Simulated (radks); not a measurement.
Ir LXVIII, configuration [Ne]. Method: Dirac Kohn-Sham, exchange-only PBE, spin-unpolarised, spherical densities, finite nucleus; Fermi nuclear charge, rms radius 5.4032 fm; computed with a radial shooting solver on a logarithmic mesh with Libxc functionals.

Normalised radial functions P(r) = r R(r) (large component), r in bohr:

```
   r/bohr * 1s1/2 (the largest magnitude, 6.38, reaches the edge; | marks zero)
 0.001676 |                       *
 0.002218 |                            *
 0.002935 |                                 *
 0.003914 |                                       *
 0.005179 |                                             *
 0.006853 |                                                  *
  0.00914 |                                                      *
  0.01209 |                                                      *
    0.016 |                                                  *
  0.02134 |                                          *
  0.02824 |                               *
  0.03736 |                   *
  0.04983 |         *
  0.06593 |   *
  0.08724 |*
   0.1164 *
    0.154 *
   0.2037 *
```

1s1/2: eigenvalue -82136 eV, 0 radial nodes, <r> = 0.0174 bohr, 90 % of the charge inside 0.0318 bohr.
